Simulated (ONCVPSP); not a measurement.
**Which change was made? (N, ONCV)**

nitrogen (N), optimised norm-conserving Vanderbilt (ONCV), made with ONCVPSP 4.0.1 (PBE, fully relativistic). Core [He], reference 2s1.75 2p3.25. Waves: 2s: rc 0.90 bohr, ncon 4, nbas 8, qcut 5.8 1/bohr, local; 2p: rc 1.65 bohr, ncon 5, nbas 8, qcut 9.5 1/bohr, 2 projectors, debl 2.7 Ha. Local part: the s channel. Core correction: polynomial model core, fcfact 0.75.

Open shells are filled in proportion to 2j + 1.

Cutoffs, loose and tight: the cutoffs (Ha) at which the residual kinetic energy of the hardest occupied pseudo-wave falls to 1 and 0.1 mHa per electron. They do not see the model core or the augmentation charge, which bear on the density cutoff. Test errors are all-electron minus pseudo excitation energies from the reference, over the configurations 2s2 2p3; 2s2 2p2; 2s2 2p1; 2s2 2p2.5; variants that change the core or the reference have their own tests.

The base gives: outcome: generated; cutoff, loose: 104 Ha; cutoff, tight: 203 Ha; bound ghosts: none; GHOST(+) flags above zero: none; largest test error (meV): +156.

Q: After one change the result is: outcome: generated; cutoff, loose: 182 Ha; cutoff, tight: 219 Ha; bound ghosts: none; GHOST(+) flags above zero: none; largest test error (meV): +170. Which change was it?
A. all radii but the core radius scaled by about 1.09 (s 0.98, p 1.80 bohr)
B. s: qcut 3.7; p: qcut 6.1
C. s: qcut 3.2
D. reference 2s2 2p2

A: C. The others give: all radii but the core radius scaled by about 1.09 (s 0.98, p 1.80 bohr) → outcome: generated; cutoff, loose: 88 Ha; cutoff, tight: 174 Ha; bound ghosts: none; GHOST(+) flags above zero: none; largest test error (meV): +218 | s: qcut 3.7; p: qcut 6.1 → outcome: generated; cutoff, loose: 181 Ha; cutoff, tight: 218 Ha; bound ghosts: none; GHOST(+) flags above zero: none; largest test error (meV): +294 | reference 2s2 2p2 → outcome: generated; cutoff, loose: 113 Ha; cutoff, tight: 206 Ha; bound ghosts: none; GHOST(+) flags above zero: none; largest test error (meV): +713.
